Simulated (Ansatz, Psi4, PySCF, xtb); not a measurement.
Complex: aminoborane (SMILES BN) (first 6 atoms) with aminoborane (SMILES BN); geometry from B3LYP-D3(BJ)/def2-TZVP, rigid monomers moved along the line of their centres of mass till H5···N8 is 3.38 Å.
(charge 0, multiplicity 1):
| atom | x (Å) | y (Å) | z (Å) |
|---|---|---|---|
| B | -0.7839 | 0.3552 | -0.2907 |
| N | 0.4300 | -0.1995 | 0.0779 |
| H | -1.0886 | 0.4051 | -1.4420 |
| H | -1.5094 | 0.7811 | 0.5601 |
| H | 0.7315 | -0.2696 | 1.0382 |
| H | 1.0855 | -0.5799 | -0.5849 |
| B | 0.2940 | -0.7361 | 4.9853 |
| N | 0.0317 | 0.4266 | 4.2717 |
| H | -0.4171 | -1.6806 | 4.8315 |
| H | 1.2336 | -0.7648 | 5.7193 |
| H | 0.5747 | 1.2693 | 4.3719 |
| H | -0.7582 | 0.5363 | 3.6540 |

Interaction energies are E(AB) − E(A) − E(B) at the monomers' geometry in the complex; basis-set methods are counterpoise corrected. Rows marked so take none.

Cores are frozen in the correlated methods. Rows in 6-31G* carry no dispersion term and start afresh at each structure (6-31G* with six Cartesian d functions).

Run with Ansatz (Gaussian orbitals); Psi4 for SAPT; PySCF for 6-31G* rows, the dispersion terms; xtb for the GFN methods. Each number belongs to the level named beside it.

```csv
level,interaction energy (kcal/mol)
GFN-FF,-1.10
PBE-D3(BJ)/def2-TZVPPD,?
BP86/6-31G* (no counterpoise),-1.03
B3LYP-D3(BJ)/def2-TZVPPD,-1.24
wB97X-V/def2-TZVPPD,-1.22
wB97M-V/def2-TZVPPD,-1.20
MP2/aug-cc-pVDZ,-1.18
CCSD(T)/aug-cc-pVDZ,-1.21
SAPT0/jun-cc-pV(D+d)Z,-1.02
```

### Question
Some entries are withheld; supply them.

### Answer

- PBE-D3(BJ)/def2-TZVPPD, interaction energy (kcal/mol): -1.47

Ansatz is a program for electronic structure.
